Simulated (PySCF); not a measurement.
# MF₂ across group 9

Level: PBE0, basis family def2-TZVP, scalar-relativistic core potentials from Rb on and no relativity for lighter atoms.

Each entry is the lowest minimum that a search over a few typed start shapes (and spin states, where more than one is plausible) found, or that minimum re-optimised at the stated level; isomers with ligand–ligand bonds, or fragments after loss of a ligand pair, can lie lower. Open shells are unrestricted; no spin–orbit coupling; PySCF with density fitting.

| molecule | 2S+1 | point group | mean bond to the central atom (Å) | lowest ω (cm⁻¹) | distinct angles (°) | atomisation (kJ/mol) |
| --- | --- | --- | --- | --- | --- | --- |
| CoF₂ | 4 | D∞h | 1.737 | 159 | 180 | 937 |
| RhF₂ | 4 | D∞h | 1.839 | 144 | 180 | 784 |
| IrF₂ | ? | ? | ? | ? | ? | ? |

**Question.** Fill in the row of IrF₂.

**Answer.** 2S+1: 4; point group: D∞h; mean bond to the central atom (Å): 1.845; lowest ω (cm⁻¹): 157; distinct angles (°): 180; atomisation (kJ/mol): 854.

The bond lengthens at every step; the largest change, 0.102 Å, falls between CoF₂ and RhF₂ among the members listed.

The 4d and 5d members differ by only 0.006 Å, the mark of the lanthanide contraction and relativistic shrinkage of 6s.

Spin–orbit coupling can matter for IrF₂.

Left out of the table are members whose search was unfinished or whose lowest solution was spin-contaminated, unstable, very soft or bonded differently.

Open d and f shells are single-determinant solutions and may miss the true ground state.
